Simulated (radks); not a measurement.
These are the eigenvalues of the occupied orbitals of an atom or ion with whole-number occupations (Ry). Method: Dirac Kohn-Sham, LDA (Slater exchange, Perdew-Wang correlation), spin-unpolarised, spherical densities, point nucleus; computed with a radial shooting solver on a logarithmic mesh with Libxc functionals.

1s1/2: -929.3935
2s1/2: -130.0296
2p1/2: -118.0186
2p3/2: -114.9532
3s1/2: -26.95370
3p1/2: -22.81606
3p3/2: -22.35351
3d3/2: -15.18522
3d5/2: -15.10855

Which element is it, and in what charge state? The configuration may be excited. Open shells, if any, fill j = l - 1/2 first.

Answer. Z = 34, selenium, charge +8: Se8+ in [Ar] 3d8. The list shows which subshells hold electrons but not how many an open one holds; the 1s level, -464.7 hartree, gives Z - s = 30.5 by -(Z - s)^2/2, which with screening and relativity narrows Z to a few neighbours, and the depths of the outer levels then fix element, charge and occupations together.
